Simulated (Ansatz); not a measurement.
`F[SiH]1C=NC1` and `C1=NC[SiH2]1` differ in one atom or group.

Ansatz, PBE0-D4/def2-TZVP geometries, multiplicity 1. 

```json
{"property": "HOMO–LUMO gap (PBE0/def2-TZVPP) / eV", "`F[SiH]1C=NC1`": "5.96"}
{"property": "HOMO–LUMO gap (PBE/def2-TZVPP) / eV", "`F[SiH]1C=NC1`": "3.49"}
{"property": "HOMO–LUMO gap (B3LYP/def2-TZVPP) / eV", "`F[SiH]1C=NC1`": "5.51"}
{"property": "HOMO energy (B3LYP/def2-TZVPP) / eV", "`F[SiH]1C=NC1`": "-6.95"}
{"property": "HOMO energy (PBE/def2-TZVPP) / eV", "`F[SiH]1C=NC1`": "-5.80"}
{"property": "HOMO energy (ωB97M-V/def2-TZVPP) / eV", "`F[SiH]1C=NC1`": "-9.45"}
```

(1) Give the same properties after the change, and the shifts. (Estimate.)

Answers

(1) The calculation gave: 
| property | `C1=NC[SiH2]1` | shift |
| --- | --- | --- |
| HOMO–LUMO gap (PBE0/def2-TZVPP) / eV | 6.06 | 0.10 |
| HOMO–LUMO gap (PBE/def2-TZVPP) / eV | 3.59 | 0.10 |
| HOMO–LUMO gap (B3LYP/def2-TZVPP) / eV | 5.60 | 0.09 |
| HOMO energy (B3LYP/def2-TZVPP) / eV | -6.66 | 0.29 |
| HOMO energy (PBE/def2-TZVPP) / eV | -5.53 | 0.27 |
| HOMO energy (ωB97M-V/def2-TZVPP) / eV | -9.16 | 0.29 |

With PBE0 the HOMO rises by 0.29 eV and the LUMO rises by 0.39 eV, so the gap widens by about 0.10 eV. PBE moves the HOMO by 0.27 eV and ωB97M-V by 0.29 eV.

B3LYP here is the variant with VWN-RPA as its local correlation; programs differ in this.
